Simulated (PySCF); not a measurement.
Si(H)2(Cl)(NH2) (ClH₄NSi), SMILES N[SiH2]Cl. Coordinates come from a ωB97X-D3(BJ)/def2-TZVP optimisation. Other conformers were not sampled.

The numbers are results of PySCF 2.14.0 with ωB97X-D3(BJ)/def2-TZVP, not measurements.

Harmonic wavenumbers (cm⁻¹): 233, 234, 426, 536, 545, 770, 881, 917, 918, 957, 1597, 2288, 2295, 3614, 3702. Rotational constants (GHz): 19.12, 3.796, 3.355; symmetry number 1.

**Question.** Work out the zero-point energy and the ideal-gas rigid-rotor harmonic-oscillator thermochemistry at 298.15 K and 1 atm.

**Answer.** ZPE = ½ Σ hcν = ½ × 19914 cm⁻¹ = 119.11 kJ/mol. H − E(el) = 134.25 kJ/mol. Entropy in J/(mol K): translation 163.64, rotation 103.32, vibration 27.05, total 294.01. G − E(el) = 46.59 kJ/mol. Cp = 75.02 J/(mol K).
